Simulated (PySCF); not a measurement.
This PySCF input asks for the NMR shieldings of SMILES B(C(=C)COBN)C, C4H11B2NO; the geometry comes from GFN2-xTB.

```python
import basis_set_exchange as bse
import numpy as np
from pyscf import gto, dft
from pyscf.prop import nmr

atoms = """
C    -0.631347   -0.508016    0.764167
C    -0.630537    0.167726   -0.387554
B    -1.902954    0.407040   -1.253324
C    -3.329683   -0.043170   -0.768550
C     0.670028    0.753019   -0.909075
O     1.743983    0.685268   -0.011515
B     2.620692   -0.349148    0.012127
N     3.598322   -0.327066    1.010354
H    -1.530016   -0.944645    1.165281
H     0.267164   -0.645242    1.345644
H    -1.788165    0.980206   -2.271991
H    -3.336354   -1.001989   -0.256111
H    -3.693268    0.688301   -0.044929
H    -4.066177   -0.083770   -1.567153
H     0.509435    1.814552   -1.138578
H     0.916721    0.240487   -1.851293
H     2.591515   -1.236389   -0.766336
H     3.653897    0.421329    1.678494
H     4.326939   -1.009241    1.104629
"""
names = dict.fromkeys(["C", "B", "O", "N", "H"], "pcSseg-1")
basis = {el: gto.basis.parse(bse.get_basis(n, elements=[el], fmt="nwchem")) for el, n in names.items()}
mol = gto.M(atom=atoms, basis=basis, charge=0, verbose=0)
mf = dft.RKS(mol, xc="PBE0")
mf.grids.level = 2
mf.grids.alignment = dft.numint.BLKSIZE   # the property module wants whole blocks of grid points
mf.conv_tol = 1e-9
mf.kernel()

calc = nmr.RKS(mf)   # GIAO
C = mf.mo_coeff
Co = C[:, mf.mo_occ > 0]
resp = mf.gen_response(singlet=True, hermi=2)
def vind(x):   # induced exchange potential for any number of trial vectors
    d = np.einsum("pi,xij,qj->xpq", C, 2 * x.reshape(-1, C.shape[1], Co.shape[1]), Co, optimize=True)
    return np.einsum("xpq,pi,qj->xij", resp(d - d.transpose(0, 2, 1)), C, Co, optimize=True).ravel()
mo1, _ = nmr.rhf.solve_mo1(calc, with_cphf=vind)
sigma = calc.kernel(mo1)
for i, s in enumerate(sigma):   # ppm
    print("%2d %-2s %9.2f" % (i, mol.atom_pure_symbol(i), np.trace(s) / 3))
```

Q: What does it print?

A: 
```
 0 C      45.97
 1 C      23.58
 2 B      25.15
 3 C     178.34
 4 C     108.87
 5 O     208.67
 6 B      73.59
 7 N     187.69
 8 H      24.95
 9 H      25.18
10 H      24.52
11 H      30.35
12 H      31.19
13 H      30.33
14 H      26.71
15 H      26.78
16 H      27.57
17 H      28.66
18 H      28.76
```

These numbers come from an equivalent density-fitted implementation of the same equations, which agrees with the script to about 0.01 ppm for H and up to a few tenths of a ppm for heavy atoms, so last digits may differ.

Size and cost of the density-fitted run: 191 basis functions, 73 s wall time on 1 thread of an Intel Xeon, shared host; peak memory 0.84 GiB.
